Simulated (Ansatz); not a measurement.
BrCl3Hf, SMILES `[Cl][Hf]([Cl])([Cl])[Br]`, relaxed with RKS PBE-D4/def2-SVP in Ansatz 0.2.0 from a rough embedded geometry. The force threshold is 0.03 eV/Å; the program also tests the step.

Charge 0, multiplicity 1. Hf takes the def2 core potential.

Start:

```xyz
5

Cl    2.695   -0.113    0.818
Hf   -0.176   -0.018   -0.119
Cl   -0.834   -2.646   -0.944
Cl   -1.471    0.911    2.272
Br   -0.215    1.866   -2.027
```

How much energy does the relaxation release, and in how many steps? (An estimate is asked.)

The calculation gave: 4.60 eV, in 7 steps.

Which bonds change most? (Best estimate.)

The calculation gave: Cl1–Hf2 from 3.021 to 2.337 Å; Hf2–Cl4 from 2.873 to 2.336 Å; Hf2–Cl3 from 2.832 to 2.337 Å; Hf2–Br5 from 2.681 to 2.485 Å.

Give the relaxed structure. (Estimate.)

Ansatz gave: 
```xyz
5

Cl    2.248   -0.150    0.664
Hf    0.003   -0.023    0.026
Cl   -0.726   -2.115   -0.715
Cl   -1.294    0.664    1.844
Br   -0.231    1.625   -1.819
```
